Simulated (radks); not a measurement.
Fractional charge and spin in the 4d shell of cadmium: the spin-up occupation runs from 4 to 5 and the spin-down occupation from 4 to 5; the fullest corner is Cd, [Kr] 5s2 4d(up 5, down 5). Method: scalar-relativistic Kohn-Sham, PBE, spin-polarised, spherical densities, point nucleus; computed with a radial shooting solver on a logarithmic mesh with Libxc functionals. Energy (eV) above the fullest corner. The planes named below are the two flat planes that join the four corners, with an edge along up + down = one added electron.

| down \ up | 4 | 4.25 | 4.5 | 4.75 | 5 |
|---|---|---|---|---|---|
| 4 | 49.742 | 40.401 | 31.977 | 24.446 | 17.786 |
| 4.25 | 40.401 | 32.026 | 24.542 | 17.927 | 12.155 |
| 4.5 | 31.977 | 24.542 | 17.975 | 12.248 | 7.335 |
| 4.75 | 24.446 | 17.927 | 12.248 | 7.380 | 3.294 |
| 5 | 17.786 | 12.155 | 7.335 | 3.294 | 0.000 |

Corners above the fullest one (they belong to Cd+ and the next ion): (up 5, down 4) 17.786 eV, (up 4, down 5) 17.786 eV, (up 4, down 4) 49.742 eV. With half an added electron in each spin the energy lies 0.189 eV from the planes, and with half an added electron in spin up alone -1.787 eV. The planes are only a guide here: the flat-plane condition holds for ground states with one frontier orbital, while this shell lies below other occupied shells, so the corners above the fullest one are inner-hole states and not the ground states of those ions.
